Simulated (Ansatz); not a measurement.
Reactions of `O=C[SiH](F)[SiH3]`.

Program: Ansatz. Geometries: PBE0-D4/def2-TZVP. ΔE: electronic, gas phase. CCSD(T)/CBS adds triple-zeta CCSD(T) − MP2 to the extrapolated MP2 energy (def2 sets, frozen cores). This one scheme is used for every species. Functionals use def2-TZVPP. Each species was taken in one conformer, which may not be the lowest.

```
                                                       reaction  MP2/CBS(def2) (kcal/mol)  r2SCAN-D4 (kcal/mol)
          `O=C[SiH](F)[SiH3]` + H–F → `F[SiH](F)[SiH3]` + `C=O`                     -38.9                 -38.8
    `O=C[SiH](F)[SiH3]` + `OC=S` → `F[SiH]([SiH3])OC=S` + `C=O`                     -27.6                 -24.6
             `O=C[SiH](F)[SiH3]` + H₂ → `O=C[SiH2][SiH3]` + H–F                      25.2                  25.6
                 `O=C[SiH](F)[SiH3]` + H₂ → `O=C[SiH2]F` + SiH₄                      -5.6                  -3.4
                  `O=C[SiH](F)[SiH3]` → `O=C[SiH2]F` + `[SiH2]`                      58.9                  62.2
         `O=C[SiH](F)[SiH3]` + HCl → `O=C[SiH]([SiH3])Cl` + H–F                       4.3                   6.7
          `O=C[SiH](F)[SiH3]` + H₂S → `F[SiH]([SiH3])S` + `C=O`                     -22.1                 -20.3
    `O=C[SiH](F)[SiH3]` + SiH₄ → `O=C[SiH]([SiH3])[SiH3]` + H–F                      26.7                  26.1
`O=C[SiH](F)[SiH3]` + silanol → `F[SiH]([SiH3])O[SiH3]` + `C=O`                     -35.0                 -32.9
 `O=C[SiH](F)[SiH3]` + `CC(N)O` → `CC(O)N[SiH3]` + `O=C[SiH2]F`                     -13.4                  -9.2
```

(1) Give the CCSD(T)/CBS values in the same order. (Best estimate.)

Largest T1 diagnostic: 0.018, for `OC=S`.

Results:

(1) Ansatz gave: -38.5, -26.6, 24.2, -5.5, 55.7, 5.9, -20.5, 26.1, -34.3, -11.3 kcal/mol.
